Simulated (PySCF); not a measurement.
Compound: hexafluoroarsenate anion, AsF6 (charge -1).
SMILES: `F[As-](F)(F)(F)(F)F`

Level: B3LYP/def2-SVPD in PySCF, non-relativistic, on one gas-phase PBE0-D3(BJ)/def2-SVP geometry that isn't relaxed in the solvent. The solvent is an IEF-PCM continuum (Bondi radii, 1.10 Å for H, scaled by 1.2), and excitations are vertical TDDFT with non-equilibrium linear response and a frozen core. Specific hydrogen bonds and non-electrostatic terms are outside this model. Spin–orbit coupling is left out although an atom past zinc is present.

Gas-phase singlets (H = HOMO, L = LUMO):

| state | E (eV) | λ (nm) | f | leading configurations |
| --- | --- | --- | --- | --- |
| S1 | 7.750 | 160 | 0.000 | H→L 98% |
| S2 | 7.750 | 160 | 0.000 | H-1→L 98% |
| S3 | 7.750 | 160 | 0.000 | H-2→L 98% |
| S4 | 8.468 | 146 | 0.000 | H-3→L 98% |
| S5 | 8.470 | 146 | 0.000 | H-4→L 98% |

Task: How does the list change in chloroform (ε = 4.711)?

Result: 
```csv
state,E (eV),λ (nm),f,leading configurations,change by rank (eV)
S1,7.832,158,0.000,H→L 98%,+0.082
S2,7.832,158,0.000,H-1→L 98%,+0.082
S3,7.832,158,0.000,H-2→L 98%,+0.082
S4,8.552,145,0.000,H-3→L 98%,+0.084
S5,8.554,145,0.000,H-4→L 98%,+0.084
```

Task: How do the frontier levels move from gas to chloroform?

Result: 
```json
{"orbital": "LUMO+2", "gas (eV)": "5.76", "solvent (eV)": "2.60", "change (eV)": "-3.16"}
{"orbital": "LUMO+1", "gas (eV)": "5.33", "solvent (eV)": "2.07", "change (eV)": "-3.26"}
{"orbital": "LUMO", "gas (eV)": "3.21", "solvent (eV)": "-0.35", "change (eV)": "-3.56"}
{"orbital": "HOMO", "gas (eV)": "-5.89", "solvent (eV)": "-9.58", "change (eV)": "-3.69"}
{"orbital": "HOMO-1", "gas (eV)": "-5.89", "solvent (eV)": "-9.58", "change (eV)": "-3.69"}
{"orbital": "HOMO-2", "gas (eV)": "-5.89", "solvent (eV)": "-9.58", "change (eV)": "-3.69"}
{"orbital": "HOMO-3", "gas (eV)": "-6.61", "solvent (eV)": "-10.31", "change (eV)": "-3.70"}
```

The HOMO–LUMO gap goes from 9.10 to 9.23 eV.
